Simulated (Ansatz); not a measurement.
Cost and result up the ladder for K3Sn3I9 (15 atoms). Charge 0, multiplicity 1. Geometry: r2SCAN-D4/def2-SVP.

Cartesian coordinates in Å:
```
K 0.467 -3.751 -0.428
K 1.849 0.937 4.196
K 3.544 1.550 -0.059
Sn -3.068 -1.930 -2.046
Sn -1.098 0.146 1.029
Sn -0.510 2.294 -2.449
I 2.253 2.292 -3.337
I 4.292 2.706 2.938
I -0.297 -0.766 -2.493
I -1.650 0.824 3.777
I -3.431 1.209 -0.741
I 1.899 -1.272 1.448
I 0.280 2.931 0.300
I -2.687 -2.695 0.779
I -1.843 -4.473 -2.915
```

Ansatz on 2 threads of AMD EPYC 7R13 on a shared host and a share (18 GiB) of an NVIDIA H100 80GB HBM3. Times are rough, and most runs start from the orbitals of an earlier one. PBE0-D4/def2-TZVP serves as the yardstick here, not as an exact answer. Differences are given only for rows in sets of like size (and for xTB, whose basis is part of the method), since another set adds its own error. Binding counts from free atoms at the same level (K doublet, Sn triplet, I doublet; other spins of the atoms weren't run), without zero-point energy or a counterpoise term.

In the def2 sets I, Sn take a core potential; there is no spin–orbit coupling. Correlated methods freeze 63 core orbitals; core or outer-core shells of K, Sn, I are correlated, in sets that lack core-valence functions. The rows differ in basis, and correlated rows in double-zeta sets carry the largest basis error. Single mean-field runs in def2-TZVP are fitted with def2-universal-jkfit. Another isomer (singlet) lies 0.45 eV lower at PBE0-D4/def2-TZVP; other spin states weren't run for this one.

Correlated methods converge slowly with the basis, most of all in double-zeta sets.

```
                         level  functions  wall time
               PBE-D4/def2-SVP        384      4.8 s
              PBE0-D4/def2-SVP        384      7.5 s
           r2SCAN-D4/def2-TZVP        699        8 s
             PBE0-D4/def2-TZVP        699      8.1 s
                  MP2/def2-SVP        384      8.5 s
PBE-D4/def2-TZVP (with forces)        699        9 s
              B97M-V/def2-TZVP        699       13 s
```

(1) Estimate what each level gives for the binding energy per atom (eV).

Answers

(1) 
| level | binding energy per atom (eV) | difference from PBE0-D4/def2-TZVP (eV) |
| --- | --- | --- |
| PBE-D4/def2-SVP | 2.47 | – |
| PBE0-D4/def2-SVP | 2.41 | – |
| r2SCAN-D4/def2-TZVP | 2.40 | -0.01 |
| PBE0-D4/def2-TZVP | 2.41 | 0.00 |
| MP2/def2-SVP | 2.22 | – |
| PBE-D4/def2-TZVP (with forces) | 2.46 | 0.05 |
| B97M-V/def2-TZVP | 2.33 | -0.08 |
